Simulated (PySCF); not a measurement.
Mo: electron affinity

Mo⁻ [Kr] 4d5 5s2 (6S) → Mo [Kr] 4d5 5s1 (7S), as a difference of total energies. Computed with PySCF 2.14 in aug-cc-pwCVTZ-DK with one added diffuse shell each of s, p, d, f, g type (12s11p9d5f4g, 161 functions), with scalar relativity by spin-free X2C-1e. Correlated levels: valence: [Kr] frozen. The calculations carry no spin-orbit coupling.

| method | electron affinity (eV) | error (eV) |
| --- | --- | --- |
| UHF | -0.131 | -0.878 |
| MP2 (valence) | 0.075 | -0.672 |
| SCS-MP2 (valence) | 0.119 | -0.628 |
| CCSD (valence) | 0.568 | -0.179 |
| CCSD(T) (valence) | 0.693 | -0.054 |

Reference: 0.747 eV (measured; photodetachment measurements, as compiled on the Wikipedia data page of electron affinities).

A negative affinity means that the anion lies above the atom at that level of theory.

The coupled-cluster amplitudes are large for Mo⁻ (T1 above 0.03 or a double amplitude above 0.15), so a single reference is strained.
